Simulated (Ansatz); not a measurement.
Consider the formal hydrolysis of the Al–C bond: `[CH3][Al]([OH])[Br]` + H₂O → `[OH][Al]([OH])[Br]` + CH₄.

Calculated with Ansatz (gas phase, PBE0-D4/def2-TZVP geometries, no zero-point term in ΔE). CCSD(T)/CBS is the MP2 limit (def2-TZVPP, def2-QZVPP) plus CCSD(T) − MP2 in def2-TZVPP, frozen cores. This one scheme is used for every species. DFT in def2-TZVPP. For Br outer-core shells are correlated without core-valence functions, which leaves a few kJ/mol of doubt a bond. Scalar relativity is left out up to krypton. One conformer a species, not always the lowest.

`[CH3][Al]([OH])[Br]`:

Cartesian coordinates in Å:
```
C -1.148 0.016 -0.625
Al 0.552 0.170 0.274
O 1.329 -1.193 0.900
Br 1.574 2.177 0.525
H -1.081 0.390 -1.650
H -1.488 -1.021 -0.657
H -1.910 0.615 -0.118
H 2.171 -1.154 1.350
```

H₂O:

Cartesian coordinates in Å:
```
O 0.005 -0.369 0.124
H 0.496 0.008 -0.610
H -0.501 0.361 0.486
```

`[OH][Al]([OH])[Br]`:

Z-matrix (Å, degrees):
```
Al
O 1 1.680
Br 1 2.252 2 120.9
O 1 1.680 2 118.2 3 180.0
H 2 0.956 1 122.6 3 0.0
H 4 0.956 1 122.6 2 180.0
```

CH₄:

```xyz
5

C     0.000    0.000    0.000
H     1.053   -0.167    0.226
H    -0.168    1.061   -0.183
H    -0.609   -0.323    0.844
H    -0.276   -0.570   -0.887
```

| level | ΔE (kcal/mol) |
| --- | --- |
| r2SCANh | -31.7 |
| CCSD/CBS(def2) | -30.8 |

(1) What does CCSD(T)/CBS give? (Estimate.)

Largest T1 diagnostic among the species: 0.010.

Answers

(1) Ansatz gave: -30.4 kcal/mol. The listed levels differ from it by -1.3, -0.4 kcal/mol.

At CCSD(T), def2-SVP lies −1.7 kcal/mol from the extrapolated value and def2-TZVPP −0.7 kcal/mol. Leaving LDA and LC-ωPBE aside and taking each functional with its dispersion term where it has one, the values, not all of them listed here, spread over 3.7 kcal/mol, from BHLYP-D4 to PBE-D4. In def2-TZVPP, CCSD(T) changes the Hartree–Fock value by +3.1 kcal/mol (the triples alone add +0.4 kcal/mol) and MP2 by +2.5 kcal/mol.
